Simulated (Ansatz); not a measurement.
A structure relaxed at B3LYP-D4/def2-SVP in Ansatz, charge 0, doublet:

Cartesian coordinates in Å:
```
Al -0.630 0.208 1.038
Al -1.881 -1.388 -0.709
Al 2.798 1.659 0.317
Al 0.444 -0.674 -1.764
P 0.430 1.476 -0.598
P -2.660 -0.758 1.283
P 1.498 -0.523 0.433
```

**Question.** Give its formula and point group.

**Answer.** the cluster Al₄P₃. Point group Cs (tolerance 0.1 Å).

**Question.** Summarise the bond lengths by kind (pairs closer than 1.2 times the sum of covalent radii, bridged metal pairs left out).

**Answer.** 8 × Al–P 2.23 to 2.55 Å; 1 × P–P 2.49 Å; 1 × Al–Al 2.65 Å.

Another isomer (doublet) lies 0.53 eV lower at PBE0-D4/def2-TZVP; other spin states weren't run for this one.
